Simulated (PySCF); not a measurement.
A GIAO shielding run with PySCF (density fitting, non-relativistic, gas phase) on `C=CC#C[Si@H](O)O[SiH3]`, C₄H₈O₂Si₂:

```
$ OMP_NUM_THREADS=1 python probes_run.py task.json out

{"job": {"kind": "nmr", "xc": "PBE0", "basis": "pcSseg-1"}, "charge": 0, "multiplicity": 1}
C     -3.219119     1.446863     0.891317
C     -2.911585     0.722492    -0.179694
C     -1.633748     0.169791    -0.403036
C     -0.545335    -0.318993    -0.603106
Si     1.137846    -1.023548    -0.916530
O      1.106200    -2.634033    -1.093401
O      2.061894    -0.651358     0.370858
Si     2.772488     0.326055     1.442232
H     -2.492616     1.653329     1.659732
H     -4.206216     1.852851     1.033172
H     -3.647296     0.518235    -0.948902
H      1.752855    -0.545285    -2.141024
H      0.928829    -3.218250    -0.360859
H      3.769993     1.126969     0.733852
H      3.372282    -0.592051     2.408303
H      1.745930     1.175877     2.045203
```

Hardware: 1 thread of an Intel Xeon, shared host. The job also computes population analyses, field gradients.

(1) How large is the calculation?

(2) How long does it take, and how much memory does it need?

Results:

(1) 76 electrons, 190 basis functions and 1032 auxiliary functions.

(2) 110 s of wall time, with 15 SCF cycles and 5 response iterations; peak memory 0.83 GiB. Times on a shared host scatter by some tens of per cent.
